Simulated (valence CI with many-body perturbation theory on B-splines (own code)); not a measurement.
## Forbidden lines of Nb²⁺

Calculated by valence CI with perturbative core correlation (CI+MBPT): three valence electrons over a frozen Dirac-Fock core [Kr], a basis of 9 s, 9 p, 10 d, 8 f, 5 g, 3 h, 1 i functions for each j, with the one-electron correlation potential Σ1 (screened to all orders), the two-electron term Σ2, the three-electron term Σ3, Breit, model QED; selected single and double excitations, second order for the rest, scaled by the run's own slope (own B-spline code, finite nucleus).

Against 24 measured levels this calculation errs by 556 cm⁻¹ on average and by 1107 at most. These come from a selection out of Shadmi, J. Res. Natl. Bur. Stand. 70A, 435 (1966). Levels without a partner in it may be off by more, other configurations by 1,000 to 8,000 cm⁻¹.

Lines 51 to 100 of 116 in falling wavelength, among levels below 9.822 eV, chosen from the decays that carry over 1 % of a level's rate. Wavelengths and rates use the calculated energies, so an error of 600 cm⁻¹ moves a line at 8840 Å by 5.3 % and its rate by three times that or more. Electric multipoles are in the length gauge, E1 and E2 with the static RPA response of the core. S is in atomic units (e²a₀⁴ for E2 and M2, e²a₀⁶ for E3), for M1 in squared Bohr magnetons. Weak lines are less certain than strong ones. Lines between different terms over intervals too small for the method are left out, as are lines whose strength nearly cancels and 3 of this kind that miss the measured wavelength by over 7 %.

Names give the largest LS component (configuration and term), which can be under half, so a name can repeat, a term be missing and a line seem to break the LS rules; names also repeat where a configuration has a term twice. Letters in brackets count levels of one name in rising energy.

```csv
λ vac (Å),λ from measured levels,Upper,Lower,Type,A (s⁻¹),S (a.u.)
8860,,4d3 2P_1/2,4d3 4F_3/2,E2,5.13e-03,5.00e-01
8860,,4d3 2P_1/2,4d3 4F_3/2,M1,1.11e-03,5.75e-05
8840,8830,4d3 2H_11/2,4d3 4F_9/2,M1,1.31e-03,4.01e-04
8689,,4d3 2P_3/2,4d3 4F_3/2,M1,7.13e-02,6.94e-03
8517,8518,4d3 2H_9/2,4d3 4F_7/2,M1,7.82e-03,1.79e-03
8107,,4d3 2D_5/2 [b],4d3 2F_5/2,M1,1.97e-01,2.34e-02
8043,,4d3 2D_5/2 [b],4d3 2F_7/2,E2,1.90e-01,3.43e+01
8043,,4d3 2D_5/2 [b],4d3 2F_7/2,M1,9.50e-02,1.10e-02
7962,8391,4d3 2D_5/2 [a],4d3 4F_7/2,M1,3.41e-01,3.82e-02
7919,,4d3 2D_3/2 [b],4d3 2F_5/2,E2,2.07e-01,2.30e+01
7919,,4d3 2D_3/2 [b],4d3 2F_5/2,M1,1.30e-01,9.58e-03
7646,,4d3 2D_3/2 [a],4d3 4F_5/2,M1,3.04e-01,2.02e-02
7564,7950,4d3 2D_5/2 [a],4d3 4F_5/2,M1,4.75e-02,4.58e-03
7358,,4d3 2D_3/2 [a],4d3 4F_3/2,M1,1.67e-01,9.86e-03
7282,7637,4d3 2D_5/2 [a],4d3 4F_3/2,M1,1.45e-02,1.24e-03
6065,6040,4d2 5s 4F_3/2,4d3 4P_1/2,E2,2.68e-01,7.85e+00
5948,,4d2 5s 4F_7/2,4d3 4P_5/2,E2,1.75e-01,9.32e+00
5867,,4d2 5s 4F_5/2,4d3 4P_3/2,E2,2.26e-01,8.40e+00
5643,5624,4d2 5s 4F_9/2,4d3 4P_5/2,E2,5.70e-01,2.91e+01
5627,,4d2 5s 4F_7/2,4d3 4P_3/2,E2,2.88e-01,1.16e+01
5370,5580,4d3 2F_7/2,4d3 4F_9/2,M1,7.55e-02,3.47e-03
5370,5580,4d3 2F_7/2,4d3 4F_9/2,E2,1.88e-02,6.01e-01
5193,,4d3 2D_5/2 [b],4d3 2D_5/2 [a],E2,1.27e-01,2.56e+00
5155,,4d3 2D_5/2 [b],4d3 2D_3/2 [a],E2,3.17e-01,6.19e+00
5155,,4d3 2D_5/2 [b],4d3 2D_3/2 [a],M1,1.28e-01,3.90e-03
5133,5320,4d3 2F_5/2,4d3 4F_7/2,M1,1.14e-02,3.43e-04
5133,5320,4d3 2F_5/2,4d3 4F_7/2,E2,1.01e-02,1.92e-01
5115,,4d3 2D_3/2 [b],4d3 2D_5/2 [a],M1,2.67e-01,5.30e-03
5115,,4d3 2D_3/2 [b],4d3 2D_5/2 [a],E2,1.17e-01,1.46e+00
4989,5169,4d3 2F_7/2,4d3 4F_5/2,M1,2.86e-02,1.05e-03
4989,5169,4d3 2F_7/2,4d3 4F_5/2,E2,6.29e-03,1.39e-01
4965,5139,4d3 2F_5/2,4d3 4F_5/2,M1,6.89e-03,1.88e-04
4842,5006,4d3 2F_5/2,4d3 4F_3/2,M1,6.52e-02,1.65e-03
4842,5006,4d3 2F_5/2,4d3 4F_3/2,E2,1.42e-02,2.02e-01
4661,4821,4d2 5s 2F_5/2,4d3 2H_9/2,E2,5.96e+00,7.02e+01
4655,,4d3 2D_5/2 [b],4d3 2P_3/2,M1,1.20e-01,2.69e-03
4655,,4d3 2D_5/2 [b],4d3 2P_3/2,E2,5.40e-02,6.32e-01
4608,,4d3 2D_5/2 [b],4d3 2P_1/2,E2,2.04e-01,2.27e+00
4593,,4d3 2D_3/2 [b],4d3 2P_3/2,E2,4.48e-01,3.27e+00
4547,,4d3 2D_3/2 [b],4d3 2P_1/2,E2,2.67e-01,1.86e+00
4375,,4d2 5s 2F_5/2,4d3 2P_3/2,E2,1.28e+00,1.10e+01
4372,,4d3 2D_5/2 [b],4d3 4P_5/2,M1,4.19e-01,7.80e-03
4341,,4d3 2D_5/2 [b],4d3 2G_9/2,E2,3.10e+00,2.56e+01
4196,,4d3 2D_5/2 [b],4d3 4P_3/2,E2,7.16e-02,4.99e-01
4187,,4d3 2D_3/2 [b],4d3 2G_7/2,E2,3.33e+00,1.53e+01
4145,,4d3 2D_3/2 [b],4d3 4P_3/2,E2,1.43e-01,6.26e-01
4145,,4d3 2D_3/2 [b],4d3 4P_3/2,M1,1.19e-01,1.25e-03
4121,,4d2 5s 4F_5/2,4d3 4F_9/2,E2,3.71e-01,2.36e+00
4096,4192,4d2 5s 2F_5/2,4d3 2G_9/2,E2,4.39e+00,2.71e+01
4079,4159,4d2 5s 4F_3/2,4d3 4F_7/2,E2,7.07e-01,2.85e+00
```
